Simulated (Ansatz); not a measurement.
The cluster Ge₂Se. The state is a singlet with charge 0. Geometry r2SCAN-D4/def2-TZVP; atoms count from 1.

Cartesian coordinates in Å:
```
Ge 0.509 0.590 1.205
Ge -1.381 -0.017 -0.389
Se 0.873 -0.573 -0.816
```

The structure comes from a short search, and lower isomers may exist.

(1) Estimate the Mulliken populations from the PBE0/def2-TZVP orbitals of Ansatz.

(2) And the Mayer bond orders between bonded heavy atoms (over 0.3)?

## Answers

(1) 
| atom | charge (e) |
| --- | --- |
| Ge1 | 0.13 |
| Ge2 | 0.13 |
| Se3 | -0.25 |
Mulliken values and Mayer orders depend strongly on the basis.

(2) Ge1–Ge2 1.03 (2.55 Å); Ge1–Se3 1.25 (2.36 Å); Ge2–Se3 1.25 (2.36 Å).
